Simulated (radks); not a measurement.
Q: The table gives one normalised radial function P(r) = r R(r) of Sb in [Kr] 4d9 5s2 5p3 6p1 (r in bohr). Calculated with a radial shooting solver on a logarithmic mesh with Libxc functionals: scalar-relativistic Kohn-Sham, Wu-Cohen GGA, spin-polarised, spherical densities, point nucleus; open shells are filled with parallel spins first (spin-orbit coupling, left out, can overturn this in heavy ions).

r,P
0.00588,0.0836
0.0069,0.0912
0.008097,0.0983
0.009502,0.1044
0.01124,0.1089
0.01319,0.1105
0.01548,0.1084
0.01817,0.1015
0.02149,0.0879
0.02522,0.0678
0.02959,0.0401
0.03473,0.0049
0.04075,-0.0365
0.04821,-0.0835
0.05657,-0.1266
0.06639,-0.1613
0.07791,-0.1793
0.09216,-0.1713
0.1082,-0.1317
0.1269,-0.0600
0.1489,0.0365
0.1762,0.1457
0.2068,0.2308
0.2426,0.2682
0.2847,0.2353
0.3368,0.1186
0.3953,-0.0509
0.4638,-0.2330
0.5443,-0.3696
0.6439,-0.4058
0.7556,-0.3092
0.8867,-0.0969
1.041,0.1823
1.221,0.4613
1.445,0.6865
1.695,0.7957
1.989,0.7923
2.334,0.6931
2.762,0.5268
3.241,0.3554
3.803,0.2084
4.463,0.1051
5.279,0.0430
6.195,0.0156
7.27,0.0047
8.532,0.0011
10.09,0.0002
11.84,0.0000
13.9,0.0000
16.31,0.0000
19.29,0.0000
22.64,0.0000
26.57,0.0000

Which n and l does it have? It may be an empty orbital.

A: n = 5, l = 0: the number of nodes gives n - l - 1 = 4, the rise at small r (about r^(l+1), flatter next to the nucleus through relativity) gives l, and the extent must fit the shell. The curve is that of 5s up; the table hardly tells the two spins apart. 5s up: eigenvalue -20.230 eV, 4 radial nodes at r = 0.0354, 0.141, 0.378, 0.940 bohr, <r> = 2.08 bohr, 90 % of the charge inside 3.01 bohr.
